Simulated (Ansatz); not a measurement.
Coupled-cluster run, F$_{2}$HOSi (`O[Si](F)F`) radical.

```yaml
crystal:
  periodic: [false, false, false]
  atoms:
    - {symbol: O, position_ang: [0.144845, 1.087908, -0.214148]}
    - {symbol: Si, position_ang: [-0.086866, -0.365849, 0.478603]}
    - {symbol: F, position_ang: [1.362145, -0.934017, 0.772530]}
    - {symbol: F, position_ang: [-0.797014, -1.371271, -0.530994]}
    - {symbol: H, position_ang: [-0.623101, 1.583228, -0.505981]}
basis:
  gaussian: {orbitals: def2-SVP}
magnetization: {spin_polarized: true, initial_magnetization: 1}
correlation: {method: ccsd_t}
scf: {omitted_lower_state_checks: [cluster_reference]}
```

```sh
$ ansatz run in.yaml --threads 2 --pin off --events-out ev --progress --plain
```

Log, shortened:

```
Functional definition: HF
603 factors; integrals over basis functions are off by at most 4.9e-4 eV
mean field evaluation 1: about -15318.2461 eV, gradient 3.0e1 eV
mean field evaluation 2: about -15318.2482 eV, gradient 3.0e1 eV
mean field evaluation 4: about -15321.7083 eV, gradient 2.1e0 eV
mean field evaluation 8: about -15321.7664 eV, gradient 1.6e-1 eV
mean field -15321.76677142 eV, -563.0645433833 hartree, gradient 1.1e-6 eV, S^2 0.752588; 0 other end points of the search recorded, 0 dependent functions left out
8 core orbitals not correlated: weight in the atoms' cores, before any rotation towards them, 1.000 or more for the frozen orbitals, at most 0.000 for the correlated occupied ones
reference -15321.76677142 eV, -563.0645433833 hartree; 13, 12 occupied and 44, 45 virtual orbitals, 603 factors
second order -17.10958831 eV of doubles, -0.00000000 eV of singles
cycle   1  -16.99098864 eV  change    1.2e-1 eV  update   9.0e-2
cycle   2  -17.32063710 eV  change   -3.3e-1 eV  update   2.5e-2
cycle   3  -17.41841408 eV  change   -9.8e-2 eV  update   1.5e-2
cycle   4  -17.41412339 eV  change    4.3e-3 eV  update   3.9e-3
cycle   5  -17.41058758 eV  change    3.5e-3 eV  update   1.8e-3
cycle   6  -17.41115156 eV  change   -5.6e-4 eV  update   6.6e-4
cycle   7  -17.41136166 eV  change   -2.1e-4 eV  update   2.5e-4
cycle   8  -17.41136710 eV  change   -5.4e-6 eV  update   9.8e-5
cycle   9  -17.41138862 eV  change   -2.2e-5 eV  update   4.1e-5
cycle  10  -17.41138707 eV  change    1.6e-6 eV  update   1.7e-5
perturbative correction -0.29041337 eV, -0.0106724947 hartree
Total energy: -15339.46857187 eV, -563.7150725508 hartree
Checks for a lower state left out: cluster_reference
```

Run time 7 s (2 threads of a server CPU on a shared host); peak host memory 0.28 GiB.

Correlation energy per correlated electron: -0.708 eV. T1 diagnostic: 0.0138.
